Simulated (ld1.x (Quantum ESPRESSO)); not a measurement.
Which change was made? (Te, TM)

tellurium (Te), norm-conserving Troullier–Martins (Kleinman–Bylander form), made with ld1.x (Quantum ESPRESSO) 7.5 (PBE, scalar-relativistic). Core [Ar] 3d10, reference 4s2 4p6 4d10 5s2 5p4. Waves: 4s (bound): rc 1.05 bohr; 4p (bound): rc 1.30 bohr; 4d (bound): rc 0.90 bohr; 4f channel at 0.35 Ry: rc 1.30 bohr. Local part: all-electron potential smoothed inside 1.05 bohr (lloc = -1). Core correction: none.

Occupied shells without a wave of their own: 5p, 5s. They enter only through the test configuration that unscreens the potential.

Cutoffs, loose and tight: the cutoffs (Ry, on a coarse ladder) from which the occupation-weighted sum of valence levels, in a spherical-Bessel basis at the reference potential, stays within 10 and 1 mRy of its value at 400 Ry. They do not see the model core or the augmentation charge, which bear on the density cutoff. Test errors are all-electron minus pseudo excitation energies from the reference, over the configurations 4s2 4p6 4d10 5s2 5p3; 4s2 4p6 4d10 5s2 5p2; 4s2 4p6 4d10 5s2 5p1; 4s2 4p6 4d10 5s0 5p6; 4s2 4p6 4d10 5s2 5p0; 4s1 4p6 4d10 5s2 5p4; 4s2 4p6 4d10 5s1 5p4; variants that change the core or the reference have their own tests.

The base gives: outcome: generated, misses its reference levels by 1.62 eV; cutoff, loose: 160 Ry; cutoff, tight: 260 Ry; bound ghosts: none; largest test error (meV): -2766.

On the changes marked as counting shells twice: ld1.x takes every shell without a wave as core, so the model core holds the marked electrons as well and exchange and correlation see them twice. This cancels in the reference configuration, but the file is broken for other ones, and its errors say nothing about a proper core correction.

(1) After one change the result is: outcome: generated; cutoff, loose: 110 Ry; cutoff, tight: 180 Ry; bound ghosts: s; largest test error (meV): +75. Which change was it?
A. functional Wu–Cohen
B. core [Kr], valence charge 16; reference 4d10 5s2 5p4; waves now 5s (bound): rc 1.70 bohr; 5p (bound): rc 1.80 bohr; 4d (bound): rc 1.25 bohr; 4f channel at 0.35 Ry: rc 1.70 bohr; local potential all-electron potential smoothed inside 1.50 bohr (lloc = -1); core correction Bessel-smoothed model core inside 1.10 bohr
C. wave 4s (bound): rc 1.05 bohr becomes 4s (bound): rc 0.66 bohr
D. core correction full core density, not smoothed (it rises at the typed radius of 1.04 bohr, so ld1.x skipped the fit) (5p, 5s counted twice)

Answers

(1) B. The others give: functional Wu–Cohen → outcome: generated, misses its reference levels by 1.57 eV; cutoff, loose: 160 Ry; cutoff, tight: 260 Ry; bound ghosts: none; largest test error (meV): -2712 | core correction full core density, not smoothed (it rises at the typed radius of 1.04 bohr, so ld1.x skipped the fit) (5p, 5s counted twice) → outcome: generated, misses its reference levels by 1.62 eV; cutoff, loose: 160 Ry; cutoff, tight: 260 Ry; bound ghosts: none; largest test error (meV): -5021 | wave 4s (bound): rc 1.05 bohr becomes 4s (bound): rc 0.66 bohr → outcome: generated, misses its reference levels by 0.78 eV; cutoff, loose: over 300 Ry; cutoff, tight: over 300 Ry; bound ghosts: none; largest test error (meV): -2735.
